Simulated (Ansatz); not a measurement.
One change: `N[SiH]([SiH3])O[SiH3]` becomes `CN[SiH](N)[SiH3]`.

Ansatz, PBE0-D4/def2-TZVP geometries, multiplicity 1. Each molecule was computed in one conformer, which needn't be the lowest.

```csv
property,`N[SiH]([SiH3])O[SiH3]`
size of the dipole moment (B3LYP/def2-TZVPP) / D,1.70
HOMO energy (B3LYP/def2-TZVPP) / eV,-7.48
LUMO energy (PBE0/def2-TZVPP) / eV,-0.15
HOMO–LUMO gap (B3LYP/def2-TZVPP) / eV,7.13
LUMO energy (B3LYP/def2-TZVPP) / eV,-0.35
HOMO energy (ωB97M-V/def2-TZVPP) / eV,-9.81
```

(1) What does the change do to each property? (Estimate.)

## Answers

(1) Ansatz gave: 
```json
{"property": "size of the dipole moment (B3LYP/def2-TZVPP) / D", "`CN[SiH](N)[SiH3]`": "1.46", "shift": "-0.24"}
{"property": "HOMO energy (B3LYP/def2-TZVPP) / eV", "`CN[SiH](N)[SiH3]`": "-6.27", "shift": "1.21"}
{"property": "LUMO energy (PBE0/def2-TZVPP) / eV", "`CN[SiH](N)[SiH3]`": "0.33", "shift": "0.48"}
{"property": "HOMO–LUMO gap (B3LYP/def2-TZVPP) / eV", "`CN[SiH](N)[SiH3]`": "6.39", "shift": "-0.74"}
{"property": "LUMO energy (B3LYP/def2-TZVPP) / eV", "`CN[SiH](N)[SiH3]`": "0.12", "shift": "0.47"}
{"property": "HOMO energy (ωB97M-V/def2-TZVPP) / eV", "`CN[SiH](N)[SiH3]`": "-8.65", "shift": "1.16"}
```

With PBE0 the HOMO rises by 1.23 eV and the LUMO rises by 0.48 eV, so the gap narrows by about 0.75 eV. PBE moves the HOMO by 1.16 eV and ωB97M-V by 1.16 eV. Dipoles are sizes alone; their direction can turn.

B3LYP here is the variant with VWN-RPA as its local correlation; programs differ in this.
